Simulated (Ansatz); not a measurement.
Wavefunction ladder for CH7NOSi (`C[SiH](N)O`)

Z-matrix (Å, degrees):
```
C
Si 1 1.862
H 1 1.092 2 110.2
H 1 1.094 2 111.2 3 119.4
H 1 1.093 2 111.4 3 -119.9
N 2 1.716 1 106.8 3 175.6
O 2 1.649 1 113.3 3 54.6
H 2 1.487 1 110.5 3 -59.5
H 6 1.006 2 120.4 1 21.3
H 6 1.007 2 121.6 1 170.4
H 7 0.959 2 115.6 1 73.3
```

Charge 0, multiplicity 1. All single points use the PBE0-D4/def2-TZVP geometry. It is one conformer, not always the lowest. Frozen core, restricted reference, Ansatz. CBS rows extrapolate triple and quadruple zeta; past MP2 they add the triple-zeta difference.

```json
{"basis": "def2-SVP", "HF (Eh)": "?", "MP2 corr.": "-0.60291", "CCSD corr.": "-0.64672", "(T)": "-0.01508", "CCSD(T) total": "?"}
{"basis": "def2-TZVPP", "HF (Eh)": "-460.37660", "MP2 corr.": "?", "CCSD corr.": "?", "(T)": "-0.02840", "CCSD(T) total": "?"}
{"basis": "def2-QZVPP", "HF (Eh)": "-460.39477", "MP2 corr.": "?", "CCSD corr.": "–", "(T)": "–", "CCSD(T) total": "–"}
{"basis": "CBS(def2)", "HF (Eh)": "-460.39727", "MP2 corr.": "-0.86022", "CCSD corr.": "-0.89567", "(T)": "as TZ", "CCSD(T) total": "-461.32134"}
```

Fill in the withheld values. (Best estimate.)

Computed: def2-SVP HF (Eh): -460.05334; def2-SVP CCSD(T) total: -460.71514; def2-TZVPP MP2 corr.: -0.76159; def2-TZVPP CCSD corr.: -0.79704; def2-TZVPP CCSD(T) total: -461.20204; def2-QZVPP MP2 corr.: -0.81825.
